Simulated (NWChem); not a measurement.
Everything below was run with NWChem. System: C3H9O2 (+1), charge 1, spin multiplicity 1, at a geometry optimised with PBE0/def2-SVP. The structure started from a generated list of species. Level: G0W0@PBE0/def2-SVP, RI basis def2-svp-rifit.

Part of the output:

```
             Northwest Computational Chemistry Package (NWChem) 7.3.0
             --------------------------------------------------------

                                NWChem Input Module
                                -------------------

 Scaling coordinates for geometry "geometry" by  1.889725989
 (inverse scale =  0.529177249)

                             Geometry "geometry" -> ""
                             -------------------------

 Output coordinates in angstroms (scale by  1.889725989 to convert to a.u.)

  No.       Tag          Charge          X              Y              Z
 ---- ---------------- ---------- -------------- -------------- --------------
    1 C                    6.0000     0.89751600    -1.30094100     1.10379700
    2 C                    6.0000     0.46205100    -0.44798300    -0.04791700
    3 O                    8.0000     0.84211200     0.98445000     0.17655700
    4 C                    6.0000    -1.04402500    -0.30471900    -0.25091800
    5 O                    8.0000    -1.16599200     0.90932800    -0.97966800
    6 H                    1.0000     0.47863300    -0.93907200     2.05334200
    7 H                    1.0000     1.99268700    -1.34584000     1.18318600
    8 H                    1.0000     0.54153300    -2.32875300     0.93390200
    9 H                    1.0000     0.94266700    -0.73680700    -0.99576400
   10 H                    1.0000     1.73180300     1.22232900    -0.13670000
   11 H                    1.0000     0.06897600     1.43790700    -0.37418200
   12 H                    1.0000    -1.56432900    -0.24255200     0.71956000
   13 H                    1.0000    -1.43062400    -1.16478000    -0.81837800
   14 H                    1.0000    -2.06356000     1.26920200    -0.96985300

 Effective nuclear repulsion energy (a.u.)     208.1586177245

            Nuclear Dipole moment (a.u.)
            ----------------------------
        X                 Y               Z
 ---------------- ---------------- ----------------
    -0.0000037795     0.0000000000    -0.0000056692


 Summary of "ao basis" -> "" (spherical)
 ------------------------------------------------------------------------------
       Tag                 Description            Shells   Functions and Types
 ---------------- ------------------------------  ------  ---------------------
 *                          def2-svp                  on all atoms

 new library libraries.bse/

 Summary of "ri basis" -> "" (spherical)
 ------------------------------------------------------------------------------
       Tag                 Description            Shells   Functions and Types
 ---------------- ------------------------------  ------  ---------------------
 *                       def2-svp-rifit               on all atoms

                                 NWChem DFT Module
                                 -----------------

 Summary of "ao basis" -> "ao basis" (spherical)
 ------------------------------------------------------------------------------
       Tag                 Description            Shells   Functions and Types
 ---------------- ------------------------------  ------  ---------------------
 C                          def2-svp                 6       14   3s2p1d
 O                          def2-svp                 6       14   3s2p1d
 H                          def2-svp                 3        5   2s1p

 Summary of "ao basis" -> "ao basis" (spherical)
 ------------------------------------------------------------------------------
       Tag                 Description            Shells   Functions and Types
 ---------------- ------------------------------  ------  ---------------------
 C                          def2-svp                 6       14   3s2p1d
 O                          def2-svp                 6       14   3s2p1d
 H                          def2-svp                 3        5   2s1p

            General Information
            -------------------
          SCF calculation type: DFT
          Wavefunction type:  closed shell.
          No. of atoms     :    14
          No. of electrons :    42
           Alpha electrons :    21
            Beta electrons :    21
[...]
  ----- ------------  ---------------      ----- ------------  ---------------
     6      0.281702   1 C  pz               81     -0.231871   8 H  s
    20     -0.212611   2 C  pz                4      0.203898   1 C  px
    71      0.190269   6 H  s                76      0.187549   7 H  s
     5      0.161263   1 C  py               46      0.158295   4 C  px
    33      0.146843   3 O  py               86      0.134902   9 H  s

 Vector   20  Occ=2.000000D+00  E=-5.479232D-01
              MO Center=  5.1D-01, -6.3D-01,  4.6D-01, r^2= 3.1D+00
   Bfn.  Coefficient  Atom+Function         Bfn.  Coefficient  Atom+Function
  ----- ------------  ---------------      ----- ------------  ---------------
    86     -0.247562   9 H  s                 4      0.243677   1 C  px
    71     -0.228537   6 H  s                76      0.224846   7 H  s
    18     -0.220971   2 C  px               46      0.215809   4 C  px
    20      0.187759   2 C  pz                6     -0.186757   1 C  pz
    34     -0.187410   3 O  pz               60     -0.137220   5 O  px

 Vector   21  Occ=2.000000D+00  E=-5.173219D-01
              MO Center= -1.1D+00,  3.5D-01, -6.5D-01, r^2= 1.8D+00
   Bfn.  Coefficient  Atom+Function         Bfn.  Coefficient  Atom+Function
  ----- ------------  ---------------      ----- ------------  ---------------
    62      0.478427   5 O  pz               65      0.371175   5 O  pz
   101     -0.237907  12 H  s               106      0.233573  13 H  s
    48     -0.230657   4 C  pz               61      0.212010   5 O  py
    64      0.155869   5 O  py               47     -0.115040   4 C  py
   102     -0.103833  12 H  s               107      0.099309  13 H  s

 Vector   22  Occ=0.000000D+00  E=-1.594917D-01
              MO Center=  9.5D-01,  7.8D-01, -3.0D-01, r^2= 4.4D+00
   Bfn.  Coefficient  Atom+Function         Bfn.  Coefficient  Atom+Function
  ----- ------------  ---------------      ----- ------------  ---------------
    92     -0.830799  10 H  s                31      0.822014   3 O  s
    59      0.413097   5 O  s                87     -0.373311   9 H  s
    22     -0.307428   2 C  py              112     -0.278456  14 H  s
    23     -0.271611   2 C  pz               97     -0.272145  11 H  s
    17      0.263169   2 C  s                30      0.257694   3 O  s

 Vector   23  Occ=0.000000D+00  E=-1.139635D-01
              MO Center= -5.7D-01,  5.5D-01, -4.7D-01, r^2= 6.7D+00
   Bfn.  Coefficient  Atom+Function         Bfn.  Coefficient  Atom+Function
  ----- ------------  ---------------      ----- ------------  ---------------
    17      0.828525   2 C  s               112      0.782003  14 H  s
    59     -0.675903   5 O  s                 3      0.652791   1 C  s
    45     -0.592079   4 C  s                87     -0.571829   9 H  s
    92     -0.559896  10 H  s                77     -0.472892   7 H  s
   102      0.422926  12 H  s                51     -0.354523   4 C  pz

 Vector   24  Occ=0.000000D+00  E=-9.157872D-02
              MO Center= -3.8D-01, -4.3D-01,  1.7D-01, r^2= 6.1D+00
   Bfn.  Coefficient  Atom+Function         Bfn.  Coefficient  Atom+Function
  ----- ------------  ---------------      ----- ------------  ---------------
    45      1.133876   4 C  s               102     -0.867324  12 H  s
     3      0.853664   1 C  s                17      0.755776   2 C  s
   107     -0.597910  13 H  s                87     -0.572330   9 H  s
    72     -0.551063   6 H  s                77     -0.506596   7 H  s
   112     -0.501839  14 H  s                22      0.388184   2 C  py

 center of mass
 --------------
 x =  -0.01693738 y =   0.06858008 z =  -0.03871031

 moments of inertia (a.u.)
 ------------------
         388.846134265403          70.787929404732        -143.303212854165
          70.787929404732         416.837177594291         120.113148633833
        -143.303212854165         120.113148633833         512.399216527408

     Multipole analysis of the density
     ---------------------------------

     L   x y z        total         alpha         beta         nuclear
     -   - - -        -----         -----         ----         -------
     0   0 0 0      1.000000    -21.000000    -21.000000     43.000000

     1   1 0 0      0.168333      0.084168      0.084168     -0.000004
     1   0 1 0      0.488991      0.244496      0.244496      0.000000
     1   0 0 1     -0.247188     -0.123591     -0.123591     -0.000006

     2   2 0 0    -11.519418    -88.503706    -88.503706    165.487995
     2   1 1 0     -0.181547     20.680473     20.680473    -41.542494
     2   1 0 1      0.981604    -39.509178    -39.509178     79.999960
     2   0 2 0    -15.809419    -82.060167    -82.060167    148.310916
     2   0 1 1     -1.991254     34.507264     34.507264    -71.005782
     2   0 0 2    -21.321651    -56.005845    -56.005845     90.690038

 Task  times  cpu:       38.8s     wall:       38.8s

                                NWChem Input Module
                                -------------------

                                 NWChem GW Module
                                 ----------------

                             ***********************
                             ***        GW       ***
                             ***********************

 Summary of "ri basis" -> "ri basis" (spherical)
 ------------------------------------------------------------------------------
       Tag                 Description            Shells   Functions and Types
 ---------------- ------------------------------  ------  ---------------------
 C                       def2-svp-rifit             16       48   6s5p4d1f
 O                       def2-svp-rifit             16       48   6s5p4d1f
 H                       def2-svp-rifit              6       14   3s2p1d

                 Memory Information
                 ------------------
          Available GA per process is          1699.9 MBs
          Available stack per process is        700.0 MBs
          Available heap per process is           0.0 MBs

          Peak memory in Initialization
              Peak GA per process is                  8.5 MBs
              Peak stack per process is               0.1 MBs
              Peak heap per process is                8.8 MBs
              Memory not in MA per process            0.0 MBs

          Peak memory in AFF Calculation
              Peak GA per process is                 42.5 MBs
              Peak stack per process is              29.7 MBs
              Peak heap per process is                0.0 MBs
              Memory not in MA per process           29.7 MBs

          Computing 2-center integrals
          Computing Inverse Cholesky factor
          Computing 3-center integrals
          Computing V_xc ...

          Computing Sigma_x
          Computing RPA polarizability
          Solving quasiparticle equations

                  Alpha Orbitals
          State     Energy (eV)     Error (eV)
          -----------------------------------
@GW        18        -18.104           0.002
@GW        19        -18.061           0.002
@GW        20        -17.385           0.002
@GW        21        -16.420           0.002
@GW        22         -1.937           0.005
@GW        23         -0.711           0.005

   Applying  -2.3433 eV scissor-shift to rest of particle states

   Applying   2.4032 eV scissor-shift to rest of hole states

     GW Timing Statistics
   ------------------------
   Init.   :          0.1s
     ERIs  :          2.6s
     Distr.:          0.0s
     Vxc   :          5.4s
   Sigma_x :          0.0s
   RPA     :          4.7s
   Wmn     :          0.1s
   Sigma_c :          0.1s
   GW total:         13.0s

 Task  times  cpu:       13.0s     wall:       13.0s

 Total times  cpu:       51.8s     wall:       51.8s
```

Question: Write an NWChem input that would produce this output.

Answer: One answer among several that fit: 
```
start mol
memory heap 200 mb stack 700 mb global 1700 mb
charge 1
geometry units angstroms nocenter noautoz noautosym
  C      0.897516    -1.300941     1.103797
  C      0.462051    -0.447983    -0.047917
  O      0.842112     0.984450     0.176557
  C     -1.044025    -0.304719    -0.250918
  O     -1.165992     0.909328    -0.979668
  H      0.478633    -0.939072     2.053342
  H      1.992687    -1.345840     1.183186
  H      0.541533    -2.328753     0.933902
  H      0.942667    -0.736807    -0.995764
  H      1.731803     1.222329    -0.136700
  H      0.068976     1.437907    -0.374182
  H     -1.564329    -0.242552     0.719560
  H     -1.430624    -1.164780    -0.818378
  H     -2.063560     1.269202    -0.969853
end
basis spherical
  * library def2-svp
end
basis "ri basis" bse spherical
  * library def2-svp-rifit
end
dft
  xc pbe0
  iterations 100
  direct
  tolerances tight
end
task dft energy
gw
  states alpha occ 4 vir 2
end
task dft gw
```
